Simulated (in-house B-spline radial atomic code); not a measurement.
Orbital energies and mean radii along the 29-electron series, configuration [Ar] 3d10 4s1. The effective charge is n√(-2ε), a non-relativistic measure. Computed with a B-spline radial code for spherical atoms: Dirac-Hartree-Fock, average of the configuration, finite nuclei.

```
  ion   Z  energy of 3p1/2 (Eh)  mean radius of 3p1/2 (bohr)  energy of 3p3/2 (Eh)  mean radius of 3p3/2 (bohr)  energy of 3d5/2 (Eh)  mean radius of 3d5/2 (bohr)  energy of 3d3/2 (Eh)  mean radius of 3d3/2 (bohr)  effective charge of 3p1/2
Sn21+  50               -50.074                      0.32386                -48.42                      0.33397               -40.079                      0.30709                -40.42                      0.30384                     30.022
Sb22+  51               -53.681                      0.31483               -51.856                      0.32504               -43.225                      0.29807               -43.605                      0.29479                     31.085
Te23+  52               -57.418                      0.30625               -55.407                      0.31656               -46.484                      0.28958               -46.904                      0.28627                     32.148
 I24+  53               -61.284                      0.29809               -59.073                       0.3085               -49.854                      0.28156               -50.319                      0.27823                     33.213
Xe25+  54                -65.28                      0.29031               -62.855                      0.30083               -53.335                      0.27399               -53.848                      0.27062                     34.279
Cs26+  55               -69.409                      0.28289               -66.753                      0.29352               -56.928                      0.26682               -57.493                      0.26343                     35.346
Ba27+  56                -73.67                       0.2758               -70.767                      0.28655               -60.633                      0.26003               -61.253                       0.2566                     36.415
La28+  57               -78.065                      0.26903               -74.897                       0.2799               -64.449                      0.25358               -65.128                      0.25011                     37.485
Ce29+  58               -82.594                      0.26254               -79.143                      0.27353               -68.377                      0.24744               -69.119                      0.24394                     38.558
Pr30+  59                -87.26                      0.25633               -83.505                      0.26744               -72.416                       0.2416               -73.226                      0.23806                     39.632
Nd31+  60               -92.063                      0.25037               -87.984                      0.26161               -76.566                      0.23603               -77.449                      0.23245                     40.708
Pm32+  61               -97.005                      0.24464                -92.58                      0.25601               -80.827                      0.23071               -81.787                       0.2271                     41.786
Sm33+  62               -102.09                      0.23914               -97.293                      0.25064               -85.201                      0.22563               -86.243                      0.22198                     42.867
Eu34+  63               -107.31                      0.23385               -102.12                      0.24549               -89.685                      0.22077               -90.814                      0.21708                      43.95
Gd35+  64               -112.67                      0.22876               -107.07                      0.24053               -94.281                      0.21612               -95.503                      0.21239                     45.035
Tb36+  65               -118.18                      0.22385               -112.14                      0.23576               -98.988                      0.21166               -100.31                      0.20789                     46.123
Dy37+  66               -123.84                      0.21911               -117.32                      0.23117               -103.81                      0.20738               -105.23                      0.20357                     47.213
Ho38+  67               -129.64                      0.21455               -122.62                      0.22675               -108.74                      0.20327               -110.27                      0.19942                     48.307
```

Question: How does the screening of 3p1/2 change?

Answer: Z less the effective charge goes from 19.98 at Z = 50 to 18.69 at Z = 67.
